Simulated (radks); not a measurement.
Removal energies from the neodymium ion Nd2+, [Xe] 4f4, by Delta-SCF beside the eigenvalue of the level emptied. Method: non-relativistic Kohn-Sham, PBE, spin-polarised, spherical densities, point nucleus; computed with a radial shooting solver on a logarithmic mesh with Libxc functionals. Open shells are filled with parallel spins first.

\begin{tabular}{lrrr}
removed from & final configuration & Delta-SCF (eV) & -eigenvalue (eV) \\ \hline
4f & [Xe] 4f3 & 26.598 & 18.271 \\
5p & [Kr] 4d10 4f4 5s2 5p5 & 39.009 & 33.382 \\
5s & [Kr] 4d10 4f4 5s1 5p6 & 53.956 & 47.855 \\
4d & [Kr] 4d9 4f4 5s2 5p6 & 139.36 & 129.80 \\
\end{tabular}
